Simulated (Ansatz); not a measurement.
Isolated molecules relaxed with PBE0-D4/def2-TZVP in Ansatz; ΔE leaves out vibrations. CCSD(T)/CBS is the MP2 limit (def2-TZVPP, def2-QZVPP) plus CCSD(T) − MP2 in def2-TZVPP, frozen cores. This one scheme is used for every species. DFT in def2-TZVPP. For Br outer-core shells are correlated without core-valence functions, which leaves a few kJ/mol of doubt a bond. Scalar relativity is left out up to krypton. One conformer a species, not always the lowest.

Consider the hydrogenolysis of the Si–N bond: `N[Si](F)(F)Br` + H₂ → `F[SiH](F)Br` + NH₃.

`N[Si](F)(F)Br`:

```xyz
7

N    -0.516   -0.013   -0.950
Si    0.313    0.104    0.499
F     1.609    0.979    0.282
F    -0.469    0.831    1.666
Br    0.824   -1.893    1.231
H    -0.626    0.769   -1.574
H    -1.135   -0.777   -1.154
```

H₂:

Z-matrix (Å, degrees):
```
H
H 1 0.746
```

`F[SiH](F)Br`:

```xyz
5

F    -0.505   -1.338    0.727
Si    0.012    0.026    0.124
F    -1.143    1.087    0.289
Br    0.436   -0.246   -1.999
H     1.200    0.471    0.860
```

NH₃:

```xyz
4

N     0.178   -0.096   -0.196
H    -0.325   -0.849    0.258
H     0.662    0.417    0.529
H    -0.515    0.528   -0.591
```

```json
{"level": "r2SCAN-D4", "ΔE (kJ/mol)": "56.8"}
{"level": "MP2/def2-SVP", "ΔE (kJ/mol)": "50.2"}
```

(1) What does CCSD(T)/CBS give? (An estimate is asked.)

Largest T1 diagnostic among the species: 0.010.

Results:

(1) Computed: +52.4 kJ/mol. The listed levels differ from it by 4.4, -2.2 kJ/mol.

At CCSD(T), def2-SVP lies −9.8 kJ/mol from the extrapolated value and def2-TZVPP −2.0 kJ/mol. Leaving LDA and LC-ωPBE aside and taking each functional with its dispersion term where it has one, the values, not all of them listed here, spread over 8.3 kJ/mol, from B2PLYP to r2SCAN0-D4. LDA lies +13.5 kJ/mol from PBE without D4. The D4 term adds +9.5 kJ/mol with B3LYP and +5.0 kJ/mol with PBE0; it sums over pairs of atoms, weighted by their polarisabilities, and B3LYP, whose exchange is more repulsive, gets the larger term.

CCSD(T)/CBS has its own doubt, a few kJ/mol and more with outer-core shells, so smaller differences from it don't rank the levels.

B3LYP here is the variant with VWN-RPA as its local correlation; programs differ in this.
